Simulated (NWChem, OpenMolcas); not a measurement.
# CH6NPSi: a line through the functionals

CH6NPSi: 10 atoms, total charge 0, spin state singlet. As SMILES, `C1NP[SiH2]1`. The shape is that of a PBE0-D4/def2-TZVP optimisation.

The HOMO–LUMO gap y, in eV, basis def2-SVP; a is the functional's share of exact exchange. Programs: NWChem 7.3.0, OpenMolcas 26.06.

| functional | program | a | y (eV) |
| --- | --- | --- | --- |
| TPSS | OpenMolcas | 0 | 4.65 |
| PBE | NWChem | 0 | 4.34 |
| B3LYP | NWChem | 0.2 | 6.13 |
| PBE0 | NWChem | 0.25 | ? |
| BHLYP | OpenMolcas | 0.5 | 8.73 |

Question: Fit y = c + s·a to the known rows and predict PBE0.

Answer: 
1. Means of the 4 rows: a = 0.1750, y = 5.963.
2. Σ(Δa)² = 0.1675, Σ(Δa·Δy) = 1.4173, so the slope is 1.4173/0.1675 = 8.4615.
3. Intercept: 5.963 − (8.4615) × 0.1750 = 4.482. The largest residual of the fit is 0.17.
4. PBE0: 4.482 + (8.4615) × 0.25 = 6.60 eV.

The run gave 6.54 eV, so the prediction is off by +0.06 eV, within the largest residual. Exact exchange lowers occupied levels and raises empty ones. The rows mix families of semi-local functionals, which the line can't see.
